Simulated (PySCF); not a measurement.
A PySCF script (with the pyscf-properties extension) for the NMR shieldings of `C=C[C@]12C[C@](B(O)O)(C1)C2`, C7H11BO2, on a PBE0-D3(BJ)/def2-SVP geometry:

```python
import basis_set_exchange as bse
import numpy as np
from pyscf import gto, dft
from pyscf.prop import nmr

atoms = """
C    -2.953923   -1.121828    0.853608
C    -2.348792   -0.027497    0.389067
C    -0.894608    0.075014    0.143342
C    -0.186377    0.404010   -1.195563
C     0.972694    0.217897   -0.168043
B     2.518589    0.338355   -0.465885
O     3.142039    1.544407   -0.548933
O     3.292200   -0.759680   -0.674737
C     0.176816   -1.016416    0.349110
C     0.100407    1.066641    0.801076
H    -4.033407   -1.152891    1.021163
H    -2.384994   -2.029456    1.082149
H    -2.939074    0.870343    0.166389
H    -0.267431   -0.353882   -1.991258
H    -0.330229    1.421113   -1.595563
H     2.538401    2.270972   -0.374165
H     2.784688   -1.571510   -0.593557
H     0.371177   -1.327199    1.388889
H     0.117628   -1.887077   -0.325989
H     0.284187    0.931872    1.879250
H    -0.033645    2.132027    0.547616
"""
names = dict.fromkeys(["C", "B", "O", "H"], "pcSseg-1")
basis = {el: gto.basis.parse(bse.get_basis(n, elements=[el], fmt="nwchem")) for el, n in names.items()}
mol = gto.M(atom=atoms, basis=basis, charge=0, verbose=0)
mf = dft.RKS(mol, xc="CAM-B3LYP")
mf.grids.level = 2
mf.grids.alignment = dft.numint.BLKSIZE   # the property module wants whole blocks of grid points
mf.conv_tol = 1e-9
mf.kernel()

calc = nmr.RKS(mf)   # GIAO
C = mf.mo_coeff
Co = C[:, mf.mo_occ > 0]
resp = mf.gen_response(singlet=True, hermi=2)
def vind(x):   # induced exchange potential for any number of trial vectors
    d = np.einsum("pi,xij,qj->xpq", C, 2 * x.reshape(-1, C.shape[1], Co.shape[1]), Co, optimize=True)
    return np.einsum("xpq,pi,qj->xij", resp(d - d.transpose(0, 2, 1)), C, Co, optimize=True).ravel()
mo1, _ = nmr.rhf.solve_mo1(calc, with_cphf=vind)
sigma = calc.kernel(mo1)
for i, s in enumerate(sigma):   # ppm
    print("%2d %-2s %9.2f" % (i, mol.atom_pure_symbol(i), np.trace(s) / 3))
```

Task: What are the results?

Result: 
```
 0 C      56.91
 1 C      32.38
 2 C     138.08
 3 C     125.57
 4 C     156.27
 5 B      68.99
 6 O     212.95
 7 O     208.54
 8 C     135.98
 9 C     128.72
10 H      26.06
11 H      26.04
12 H      25.27
13 H      29.89
14 H      29.74
15 H      27.71
16 H      27.60
17 H      29.87
18 H      29.95
19 H      29.94
20 H      29.83
```

These numbers come from an equivalent density-fitted implementation of the same equations, which agrees with the script to about 0.01 ppm for H and up to a few tenths of a ppm for heavy atoms, so last digits may differ.

Size and cost of the density-fitted run: 225 basis functions, 59 s wall time on 1 thread of an Arm Neoverse V2, shared host; peak memory 1.2 GiB.
